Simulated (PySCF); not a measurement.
# Static response to an electric field

Compound: C5H12BN.
Atom-mapped SMILES: `[NH2:1][BH:2][CH:3]1[CH2:4][CH2:5][CH2:6][CH2:7]1` (hydrogens: H8, H9 on N1; H10 on B2; H11 on C3; H12, H13 on C4; H14, H15 on C5; H16, H17 on C6; H18, H19 on C7)

Cartesian coordinates in Å at the PBE0-D3(BJ)/def2-SVP level; atoms count from 1:
```
atom  x, y, z in Å
N1     2.8635    0.0995    0.0572
B2     1.6393   -0.5427   -0.1107
C3     0.2655    0.1284    0.2726
C4    -0.7218    0.2241   -0.9002
C5    -2.0701    0.5113   -0.2323
C6    -2.0126   -0.2122    1.1293
C7    -0.5517   -0.6805    1.2947
H8     3.7493   -0.3208   -0.1894
H9     2.9466    1.0350    0.4357
H10    1.6524   -1.6676   -0.5764
H11    0.4209    1.1497    0.6739
H12   -0.4408    0.9845   -1.6461
H13   -0.7548   -0.7459   -1.4280
H14   -2.9245    0.1951   -0.8504
H15   -2.1787    1.5977   -0.0798
H16   -2.3043    0.4673    1.9452
H17   -2.7107   -1.0625    1.1733
H18   -0.4691   -1.7544    1.0536
H19   -0.1803   -0.5625    2.3246
```

Level: CAM-B3LYP/def2-SVPD (PySCF), static field, nuclei fixed, core orbitals frozen in the response. The polarisability tensor in these axes (au):

```
x   94.19  0.16 -1.49
y    0.16 73.52 -0.82
z   -1.49 -0.82 74.40
```

What are the eigenvalues, a third of the trace, and Δα (Δα² = ½Σ(αi − αj)² over the three pairs)?

Principal values 73.01, 74.80 and 94.31 au; mean 80.71 au = 11.96 Å³ = 13.31 × 10⁻⁴⁰ C²·m²/J; Δα = 20.46 au (25 % of the mean).

What is the dipole moment, and where does it point?

(1.30, 0.95, 0.27) D, 1.63 D in size, pointing from the negative to the positive side. Measured along this direction, the outermost atoms are H17 at the negative end and H9 at the positive end.

In TDDFT the mean static polarisability is Σ f/ω² over all singlet excitations (ω in hartree). How much of it do the 10 lowest give? Their energies (eV) and oscillator strengths: 7.14, 0.0003; 7.50, 0.0451; 7.91, 0.0042; 8.21, 0.2787; 8.41, 0.0025; 8.51, 0.0169; 8.54, 0.0533; 8.58, 0.0005; 8.68, 0.0728; 8.72, 0.0953.

They add up to 6.10 au, 7.6 % of the 80.71 au; the largest single term is 3.06 au, from the state at 8.21 eV. Terms in order: 0.00, 0.59, 0.05, 3.06, 0.03, 0.17, 0.54, 0.01, 0.72, 0.93 au. Higher excitations give the rest. The strengths listed sum to 0.570.

Directions of the eigenvectors, and the extent of the frame along each?

Largest value along (1.00, 0.01, -0.08), where the nuclei span 6.60 Å; middle along (0.07, -0.53, 0.84), 4.19 Å; least along (0.03, 0.85, 0.53), 3.02 Å. The response follows the extents in order.

Traceless (Buckingham) quadrupole moment about the centre of nuclear charge: eigenvalues?

-4.91, -3.49, 8.40 D·Å. The values depend on the origin, since the dipole doesn't vanish. The electronic extent ⟨r²⟩ about the same centre is 948 bohr², a root-mean-square distance of 2.22 Å for the 54 electrons.

Find the Langevin capture rate constant for NO+ (29.998 u) meeting this molecule (97.106 u), k = 2.342 × 10⁻⁹ cm³/s × √(α in Å³ / reduced mass in u).

The reduced mass is 22.92 u, so k = 1.69 × 10⁻⁹ cm³/s. The formula leaves out the permanent dipole, which adds to the capture rate.

Orientational against electronic polarisability at 350 K (dilute gas, rigid molecules)?

In Gaussian units μ²/3kT = 18.41 Å³ against 11.96 Å³, a ratio of 1.54; the Debye molar polarisation (4π/3)N_A(α + μ²/3kT) is 76.6 cm³/mol, leaving out the vibrational part.

Geometry: PBE0-D3(BJ)/def2-SVP, one conformer, isolated molecule.
